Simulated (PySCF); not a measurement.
ScO₂, SMILES [Sc](=[O])=[O] (connectivity only; charge and spin as stated), neutral, multiplicity 2. Coordinates come from a PBE-D3(BJ)/def2-TZVP optimisation.

Method: PBE-D3(BJ)/def2-TZVP in PySCF.

Harmonic wavenumbers (cm⁻¹): 127, 571, 749. Rotational constants (GHz): 46.37, 6.168, 5.444; symmetry number 2.

Task: Work out the zero-point energy and the ideal-gas rigid-rotor harmonic-oscillator thermochemistry at 298.15 K and 1 atm.

Result: ZPE = ½ Σ hcν = ½ × 1447 cm⁻¹ = 2.07 kcal/mol. H − E(el) = 5.04 kcal/mol. Entropy in cal/(mol K): translation 38.94, rotation 21.47, vibration 3.74, spin 1.38, total 65.53. G − E(el) = -14.50 kcal/mol. Cp = 11.71 cal/(mol K). Modes under 150 cm⁻¹ make the vibrational entropy uncertain.
